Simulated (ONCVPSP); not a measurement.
## Pseudopotential generation for Ni: ONCV, Wu-Cohen, scalar-relativistic.

Input for ONCVPSP 4.0.1:

```
# ATOM AND REFERENCE CONFIGURATION
# atsym  z   nc   nv     iexc    psfile
  Ni 28.00    3    3  -118130      upf
#
#   n    l    f
    1    0    2.00
    2    0    2.00
    2    1    6.00
    3    0    2.00
    3    1    6.00
    3    2    8.00
#
# PSEUDOPOTENTIAL AND OPTIMIZATION
# lmax
    2
#
#   l,   rc,      ep,       ncon, nbas, qcut
    0    0.70    0.00    4    8   11.20
    1    0.90    0.00    4    8   19.10
    2    1.60    0.00    4    8   10.70
#
# LOCAL POTENTIAL
# lloc, lpopt,  rc(5),   dvloc0
    4    5    0.65    1.00
#
# VANDERBILT-KLEINMAN-BYLANDER PROJECTORs
# l, nproj, debl
    0    1    1.60
    1    1    1.40
    2    2    1.60
#
# MODEL CORE CHARGE
# icmod, fcfact, rcfact
    1    0.35    0.00
#
# LOG DERIVATIVE ANALYSIS
# epsh1, epsh2, depsh
   -6.00    5.00    0.04
#
# OUTPUT GRID
# rlmax, drl
    6.00    0.01
#
# TEST CONFIGURATIONS
# ncnf
    4
# nvcnf
#   n    l    f
    4
    3    0    2.00
    3    1    6.00
    3    2    8.00
    4    0    2.00
#
    4
    3    0    2.00
    3    1    6.00
    3    2    8.00
    4    0    1.00
#
    3
    3    0    2.00
    3    1    6.00
    3    2    7.00
#
    3
    3    0    2.00
    3    1    6.00
    3    2    9.00
#
```

Command:

```bash
oncvpsp.x < Ni.dat > Ni.out
```

Resulting log (shortened: citation, most of the input echo, consistency checks and plot data are left out):

```
ONCVPSP  (Optimized Norm-Conservinng Vanderbilt PSeudopotential)
scalar-relativistic version 4.0.1

#   n    l    f        energy (Ha)
    1    0    2.00    -3.0243713E+02
    2    0    2.00    -3.6775249E+01
    2    1    6.00    -3.1754485E+01
    3    0    2.00    -4.7958657E+00
    3    1    6.00    -3.3440934E+00
    3    2    8.00    -1.0425661E+00

Reference configufation results
  iterations    28
  all-electron total energy (Ha)   -1.51912439D+03

Begin loop to  construct optimized pseudo wave functions
and semi-local pseudopoentials for all angular momenta

Calculating optimized projector #   1

 for l=   0

    Fraction of norm inside rc  0.486338
    Optimizing pswf for qcut=  11.18 a_B^-1,  ecut=  62.54 Ha
    Residual kinetic energy error=  2.72D-03 Ha

    Energy error per electron        Cutoff
         Ha          eV             Ha
         0.01000     0.27211       53.76
         0.00100     0.02721      100.34
         0.00010     0.00272      313.58
         0.00001     0.00027      367.65

Calculating optimized projector #   1

 for l=   1

    Fraction of norm inside rc  0.701251
    Optimizing pswf for qcut=  19.11 a_B^-1,  ecut= 182.62 Ha
    Residual kinetic energy error=  1.79D-08 Ha

    Energy error per electron        Cutoff
         Ha          eV             Ha
         0.01000     0.27211       49.06
         0.00100     0.02721       86.07
         0.00010     0.00272      109.10
         0.00001     0.00027      128.14

   Wellstate for l =  2  n =  5
     eigenvalue =   0.5574
     asymptotic potential =   1.0574
     half-point radius =  4.6325

Calculating optimized projector #   1

 for l=   2

    Fraction of norm inside rc  0.884602
    Optimizing pswf for qcut=  10.71 a_B^-1,  ecut=  57.35 Ha
    Residual kinetic energy error=  3.99D-07 Ha

    Energy error per electron        Cutoff
         Ha          eV             Ha
         0.01000     0.27211       36.31
         0.00100     0.02721       42.91
         0.00010     0.00272       47.99
         0.00001     0.00027       52.01

Calculating optimized projector #   2

 for l=   2

    Fraction of norm inside rc  0.061133
    Optimizing pswf for qcut=  10.71 a_B^-1,  ecut=  57.35 Ha
    Residual kinetic energy error=  9.11D-07 Ha

    Energy error per electron        Cutoff
         Ha          eV             Ha
         0.01000     0.27211       32.59
         0.00100     0.02721       41.31
         0.00010     0.00272       47.59
         0.00001     0.00027       52.55

Construct Vanderbilt / Kleinmman-Bylander projectors

B matrix Hermiticity error, ll=   2
   1   2   -1.2412E-04

  Orthonormal projector coefficients -5.4775E+00 -3.9567E+00

Model core correction analysis
  based on d2Exc/dn_idn_j

d2excae - all-electron derivatives

   -4.292098D-02   -3.985297D-02   -2.981323D-02
   -3.986537D-02   -3.817371D-02   -2.915443D-02
   -2.993094D-02   -2.930331D-02   -2.614722D-02

d2excps - pseudofunction derivatives with no core correction

   -4.532895D-02   -4.294305D-02   -3.091232D-02
   -4.295542D-02   -4.113952D-02   -3.006342D-02
   -3.102995D-02   -3.021225D-02   -2.763234D-02

rms 2nd derivative error    2.107267E-03

Polynomial model core charge

d2excps - pseudofunction derivatives with core correction

   -4.291550D-02   -4.024632D-02   -3.037441D-02
   -4.025874D-02   -3.813029D-02   -2.947048D-02
   -3.049198D-02   -2.961923D-02   -2.754385D-02

rms 2nd derivative error    5.860746E-04

Pseudoatom total energy -163.326140

Diagnostic tests using Vanderbilt-Kleinman-Bylander pseudopotentials
  1 or more projectors used as specified by nproj input data

   l    rcore       rmatch      e in        delta e   norm test  slope test

   0   0.7041090   0.7254872  -4.7958657  -0.0001696   0.9999941   1.0001100

   1   0.9052219   0.9327064  -3.3440934  -0.0000595   0.9999910   1.0000367

   2   1.6075378   1.6563462  -1.0425661  -0.0000027   1.0001195   1.0001321
   2   1.6075378   1.6563462   0.5574339   0.0000216   1.0001886   1.0001886

 Testing for bound ghosts
   n   l    E NL Schr. Eq   E Basis Diag.   E Cutoff

   1   0       -4.796035       -4.787372    377.45

   2   1       -3.344153       -3.342705    271.25

   3   2       -1.042569       -1.042340    133.58

 Testing for highly-localized positive-energy ghosts
       l    <radius>/rc     E Basis Diag.   E Cutoff

Test configuration 0

   n   l     f        eae           eps        diff
   1   0  2.0000 -302.43713300
   2   0  2.0000  -36.77524867
   2   1  6.0000  -31.75448504
   3   0  2.0000   -4.79586566   -4.79603527   -1.70D-04
   3   1  6.0000   -3.34409344   -3.34415299   -5.95D-05
   3   2  8.0000   -1.04256609   -1.04256881   -2.73D-06

    Total energies and differences
      AE_ref= -1.51912439D+03  AE_tst= -1.51912439D+03  dif=  0.00D+00
      PS_ref= -1.63326140D+02  PS_tst= -1.63326140D+02  dif= -5.68D-14
      PSP excitation error=  5.68D-14

Test configuration 1

   n   l     f        eae           eps        diff
   1   0  2.0000 -301.70844385
   2   0  2.0000  -36.06563012
   2   1  6.0000  -31.04324792
   3   0  2.0000   -4.07320103   -4.06707596    6.13D-03
   3   1  6.0000   -2.62045853   -2.61452693    5.93D-03
   3   2  8.0000   -0.32736173   -0.32055074    6.81D-03
   4   0  2.0000   -0.20872664   -0.21102689   -2.30D-03

    Total energies and differences
      AE_ref= -1.51912439D+03  AE_tst= -1.52010217D+03  dif= -9.78D-01
      PS_ref= -1.63326140D+02  PS_tst= -1.64313367D+02  dif= -9.87D-01
      PSP excitation error=  9.45D-03

Test configuration 2

   n   l     f        eae           eps        diff
   1   0  2.0000 -302.04591956
   2   0  2.0000  -36.39567570
   2   1  6.0000  -31.37392847
   3   0  2.0000   -4.40885669   -4.40522155    3.64D-03
   3   1  6.0000   -2.95665868   -2.95311141    3.55D-03
   3   2  8.0000   -0.66087656   -0.65686580    4.01D-03
   4   0  1.0000   -0.48463961   -0.48921527   -4.58D-03

    Total energies and differences
      AE_ref= -1.51912439D+03  AE_tst= -1.51975832D+03  dif= -6.34D-01
      PS_ref= -1.63326140D+02  PS_tst= -1.63966084D+02  dif= -6.40D-01
      PSP excitation error=  6.01D-03

Test configuration 3

   n   l     f        eae           eps        diff
   1   0  2.0000 -303.18952285
   2   0  2.0000  -37.54860916
   2   1  6.0000  -32.52582885
   3   0  2.0000   -5.52524747   -5.52139227    3.86D-03
   3   1  6.0000   -4.06522134   -4.06177736    3.44D-03
   3   2  7.0000   -1.72997720   -1.72067700    9.30D-03

    Total energies and differences
      AE_ref= -1.51912439D+03  AE_tst= -1.51774723D+03  dif=  1.38D+00
      PS_ref= -1.63326140D+02  PS_tst= -1.61952601D+02  dif=  1.37D+00
      PSP excitation error=  3.62D-03

Test configuration 4

   n   l     f        eae           eps        diff
   1   0  2.0000 -301.83040259
   2   0  2.0000  -36.15586065
   2   1  6.0000  -31.13653969
   3   0  2.0000   -4.19192604   -4.19152438    4.02D-04
   3   1  6.0000   -2.74535011   -2.74461258    7.38D-04
   3   2  9.0000   -0.47615549   -0.47718950   -1.03D-03

    Total energies and differences
      AE_ref= -1.51912439D+03  AE_tst= -1.51987242D+03  dif= -7.48D-01
      PS_ref= -1.63326140D+02  PS_tst= -1.64075141D+02  dif= -7.49D-01
      PSP excitation error=  9.78D-04
```

The run took about 2.4 s on one core of a shared server CPU.
